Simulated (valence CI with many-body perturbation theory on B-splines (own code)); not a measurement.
## Tm36+ in brief

Level of theory: valence CI with perturbative core correlation (CI+MBPT): five valence electrons over a frozen Dirac-Fock core [Ar] 3d10, radial functions for each j: 9 s, 9 p, 8 d, 6 f, 3 g, 1 h, with the one-electron correlation potential Σ1, the two-electron term Σ2, the three-electron term Σ3, Breit, model QED; selected CI, second order for the rest (own B-spline code, finite nucleus).

The last digits are not significant, and no measured levels were compared; by estimate large intervals hold to a few tenths of a per cent, small ones and those within an open d or f shell to about a per cent. Among the levels kept, up to 310 cm⁻¹ of a level comes from second order outside the variational space, and about a tenth of that is noise between levels of different J, which matters for small intervals.

Levels are named by their leading jj configuration (3d3/2^4 stands for four electrons in 3d with j = 3/2), which in mixed levels can hold well under half, so a name can repeat and another be missing.

Rates and lifetimes use the calculated energies. Strong lines usually hold to 10 to 20 %, long lifetimes can be off by a factor of two.

(1) What is the ground level?

(2) What is the ionisation energy?

(3) Name the longest-lived excited levels whose lifetime is computed, and their main decay.

(4) Where does the other parity begin?

(5) What are the static dipole polarisabilities of the lowest levels?

(6) How well does LS coupling describe the low levels?

(7) Among levels below 309.18 eV, which E1 lines absorb most strongly from the ground level?

Results:

(1) (4s^2 4p1/2^2 4p3/2) J=3/2, composition 45 % 4s2.4p3 2P° + 28 % 4s2.4p3 4S° + 26 % 4s2.4p3 2D°, g = 1.379.

(2) 1593 eV; NIST lists 1591 ± 5 eV (theoretical).

(3) (4s^2 4p1/2 4p3/2^2) J=5/2 at 64.64 eV lives 2.24 μs, mostly by M1 to (4s^2 4p1/2^2 4p3/2) J=3/2; (4s^2 4p1/2 4p3/2^2) J=1/2 at 70.81 eV lives 635 ns, mostly by M1 to (4s^2 4p1/2^2 4p3/2) J=3/2; (4s^2 4p1/2 4p3/2^2) J=3/2 at 59.73 eV lives 453 ns, mostly by M1 to (4s^2 4p1/2^2 4p3/2) J=3/2. The lifetime of (4s^2 4p1/2 4p3/2 4d5/2) J=9/2 is too uncertain to give, and may be longer.

(4) At (4s^2 4p1/2^2 4d3/2) J=3/2, 135.60 eV.

(5) (4s^2 4p1/2^2 4p3/2) J=3/2 0.0521 (tensor 0.0035); (4s^2 4p1/2 4p3/2^2) J=3/2 0.0584 (tensor 0.00059); (4s^2 4p1/2 4p3/2^2) J=5/2 0.0582 bohr³, of which the core gives 0.00302.

(6) Among the lowest 20 levels the leading LS term, summed over configurations, holds 53 % on average. For single configurations the figures are 49 % in LS and 87 % in jj coupling. Terms mix most in the J = 5/2 level at 158.61 eV, where the leading one holds 27 %.

(7) to (4s^2 4p1/2 4p3/2 4d3/2) J=5/2 at 5.817 nm, f = 0.734; to (4s^2 4p1/2 4p3/2 4d3/2) J=3/2 at 5.795 nm, f = 0.630; to (4s^2 4p1/2^2 4d5/2) J=5/2 at 7.817 nm, f = 0.299.
